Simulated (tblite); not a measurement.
C₅H₁₁BGeO₂.
Bonds: C1–C2, C2–Ge3, Ge3–C4, C4–C5 (double), C5–O6, O6–B7, B7–O8, O8–C9 (double), C4–C9. Hydrogens: H10, H11, H12 on C1; H13, H14 on C2; H15, H16 on Ge3; H17 on C5; H18, H19 on B7; H20 on C9.
Bond orders are those of one Lewis drawing.

Computed with GFN2-xTB (tblite), gas phase: L-BFGS steps from a force-field or distance-geometry start until the largest atomic force falls under 0.01 eV/Å.

Step 29: E = -751.5971 eV
```
atom  x, y, z in Å  |  force x, y, z in eV/Å
C1     -2.3373   -1.2444   -0.7104   -0.006   0.004   0.005
C2     -2.4744    0.2150   -0.2954   -0.005   0.008   0.006
Ge3    -0.9101    1.2930   -0.8729   -0.053  -0.003  -0.008
C4      0.7273    0.5684   -0.1145    0.013   0.004  -0.013
C5      1.1442    0.8804    1.1777    0.018   0.001   0.001
O6      2.1806    0.4490    1.7452   -0.003  -0.018   0.020
B7      3.1785   -0.4429    0.9795    0.018  -0.016  -0.007
O8      2.5182   -0.9627   -0.3154    0.020   0.028   0.021
C9      1.4723   -0.4190   -0.7553    0.004   0.001  -0.013
H10    -1.4460   -1.6884   -0.2686    0.000   0.000   0.005
H11    -2.2571   -1.3296   -1.7930   -0.006   0.004   0.000
H12    -3.2016   -1.8203   -0.3860   -0.003  -0.015   0.001
H13    -3.3887    0.6362   -0.7148    0.009   0.004  -0.007
H14    -2.5621    0.2840    0.7907   -0.011  -0.006  -0.001
H15    -0.7717    1.2666   -2.3697    0.015   0.005  -0.003
H16    -1.0362    2.7303   -0.4440   -0.004  -0.011   0.000
H17     0.5117    1.5338    1.7863    0.009   0.019  -0.005
H18     3.4315   -1.3779    1.6604   -0.008  -0.008   0.012
H19     4.1009    0.2403    0.6602    0.015   0.002   0.007
H20     1.1148   -0.8012   -1.7157   -0.021  -0.002  -0.021
```

Step 30: E = -751.5974 eV
```
atom  x, y, z in Å  |  force x, y, z in eV/Å
C1     -2.3391   -1.2457   -0.7102   -0.006   0.005   0.006
C2     -2.4751    0.2145   -0.2968   -0.016  -0.005   0.007
Ge3    -0.9115    1.2917   -0.8725   -0.027   0.003  -0.008
C4      0.7267    0.5684   -0.1133    0.017   0.002  -0.011
C5      1.1457    0.8814    1.1779    0.017   0.006   0.002
O6      2.1835    0.4514    1.7440   -0.003  -0.017   0.017
B7      3.1788   -0.4429    0.9799    0.031  -0.025  -0.014
O8      2.5201   -0.9605   -0.3174    0.012   0.036   0.033
C9      1.4735   -0.4168   -0.7557    0.003  -0.005  -0.019
H10    -1.4471   -1.6884   -0.2676   -0.011  -0.001  -0.007
H11    -2.2604   -1.3313   -1.7932   -0.001  -0.001   0.014
H12    -3.2035   -1.8212   -0.3840    0.008  -0.008  -0.003
H13    -3.3882    0.6361   -0.7180    0.001   0.005  -0.005
H14    -2.5639    0.2845    0.7891   -0.015  -0.006   0.003
H15    -0.7698    1.2663   -2.3692    0.012   0.006  -0.002
H16    -1.0398    2.7282   -0.4419   -0.003  -0.010  -0.002
H17     0.5155    1.5356    1.7877    0.000   0.022  -0.006
H18     3.4273   -1.3787    1.6614   -0.007  -0.012   0.011
H19     4.1047    0.2356    0.6612    0.015   0.007   0.013
H20     1.1175   -0.7973   -1.7170   -0.026  -0.002  -0.027
```

**Question.** Estimate the geometry and energy of step 31. (The exact step hangs on the optimiser's Hessian estimate; all steps are aligned on step 30, rigid shifts and turns removed.)

**Answer.** E = -751.5977 eV, largest force 0.047 eV/Å
```
atom  x, y, z in Å  |  force x, y, z in eV/Å
C1     -2.3412   -1.2470   -0.7098   -0.006   0.003   0.006
C2     -2.4763    0.2137   -0.2983   -0.024  -0.018   0.007
Ge3    -0.9135    1.2902   -0.8723    0.013   0.006  -0.004
C4      0.7262    0.5684   -0.1122    0.016   0.004  -0.007
C5      1.1477    0.8826    1.1782    0.011   0.011  -0.001
O6      2.1867    0.4538    1.7429   -0.004  -0.014   0.010
B7      3.1797   -0.4434    0.9801    0.036  -0.027  -0.014
O8      2.5225   -0.9574   -0.3191    0.000   0.035   0.028
C9      1.4750   -0.4144   -0.7563    0.000  -0.006  -0.019
H10    -1.4485   -1.6884   -0.2666   -0.018  -0.003  -0.018
H11    -2.2643   -1.3334   -1.7931    0.004  -0.006   0.025
H12    -3.2054   -1.8224   -0.3818    0.015  -0.002  -0.006
H13    -3.3878    0.6360   -0.7218   -0.011   0.005  -0.002
H14    -2.5663    0.2849    0.7873   -0.019  -0.004   0.007
H15    -0.7674    1.2661   -2.3686    0.008   0.006  -0.001
H16    -1.0438    2.7256   -0.4395   -0.002  -0.005  -0.004
H17     0.5198    1.5381    1.7891   -0.006   0.022  -0.012
H18     3.4225   -1.3799    1.6628   -0.004  -0.017   0.007
H19     4.1094    0.2304    0.6625    0.015   0.010   0.019
H20     1.1201   -0.7928   -1.7191   -0.024  -0.001  -0.022
```

The energy changes by -0.0003 eV. The first-order estimate −F·Δx gives -0.0004 eV and the mean of the old and new forces, exact on a quadratic surface, -0.0003 eV. The step makes an angle of 77° with the force vector and moves no atom by more than 0.007 Å.

The cost below is that of the whole relaxation. On one thread of an Arm Neoverse V1, on a shared host, this took 0.73 s of wall time.
